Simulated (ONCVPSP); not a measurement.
## germanium: ONCV pseudisation with PBE, scalar-relativistic reference atom.

Input for ONCVPSP 4.0.1:

```
# ATOM AND REFERENCE CONFIGURATION
# atsym  z   nc   nv     iexc    psfile
  Ge 32.00    6    2        4      upf
#
#   n    l    f
    1    0    2.00
    2    0    2.00
    2    1    6.00
    3    0    2.00
    3    1    6.00
    3    2   10.00
    4    0    2.00
    4    1    1.50
#
# PSEUDOPOTENTIAL AND OPTIMIZATION
# lmax
    2
#
#   l,   rc,      ep,       ncon, nbas, qcut
    0    1.75    0.00    3    7    3.30
    1    2.20    0.00    4    7    3.00
    2    2.15    0.37    3    5    4.30
#
# LOCAL POTENTIAL
# lloc, lpopt,  rc(5),   dvloc0
    4    5    1.20    4.00
#
# VANDERBILT-KLEINMAN-BYLANDER PROJECTORs
# l, nproj, debl
    0    2    1.60
    1    2    3.30
    2    2    2.40
#
# MODEL CORE CHARGE
# icmod, fcfact, rcfact
    3    1.50    1.65
#
# LOG DERIVATIVE ANALYSIS
# epsh1, epsh2, depsh
   -2.00    5.00    0.02
#
# OUTPUT GRID
# rlmax, drl
    6.00    0.01
#
# TEST CONFIGURATIONS
# ncnf
    4
# nvcnf
#   n    l    f
    2
    4    0    2.00
    4    1    2.00
#
    2
    4    0    2.00
    4    1    1.00
#
    2
    4    0    2.00
    4    1    0.00
#
    2
    4    0    1.00
    4    1    2.00
#
```

Command:

```bash
oncvpsp.x < Ge.dat > Ge.out
```

The program printed (shortened: citation, most of the input echo, consistency checks and plot data are left out):

```
ONCVPSP  (Optimized Norm-Conservinng Vanderbilt PSeudopotential)
scalar-relativistic version 4.0.1

test_data: must have ncon+3 <= nbas <= ncon+5, l=   2
 for nproj=2
ERROR: test_data found   1 ERROR; stopping
```

The run stopped because the input breaks a rule of the program on the basis size: nbas must lie between ncon + 3 and ncon + 5.

The run took about 0.01 s on one core of a shared server CPU.
